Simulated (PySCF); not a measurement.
Computed shifts of a molecule ClH7OSi3, PBE0/pcSseg-1 in PySCF, GIAO, gas phase, atoms alike by connectivity averaged where their shifts nearly agree, in ppm (number of nuclei): ²⁹Si: -24.0 (1), -26.5 (1), -32.5 (1). ¹H: 5.61 (2), 5.54 (2), 5.16 (3). References: ²⁹Si against TMS (σ = 352.7 ppm); ¹⁷O against H2O (σ = 334.2 ppm); ³⁵Cl against HCl (σ = 945.9 ppm); ¹H against TMS (σ = 31.56 ppm), references at their B3LYP-D3(BJ)/def2-TZVP geometries, non-relativistic (without spin–orbit terms, shifts of atoms bonded to Cl or Br come out too high). Geometry: B3LYP-D3(BJ)/def2-SVP. Other conformers were not sampled.

Question: Which structure fits?
A) O[Si@H]([SiH3])[SiH2]Cl
B) O[SiH2][SiH2][SiH2]Cl
C) O[Si@@H](Cl)[SiH2][SiH3]
D) [SiH3]O[SiH2][SiH2]Cl

Answer: D, [SiH3]O[SiH2][SiH2]Cl
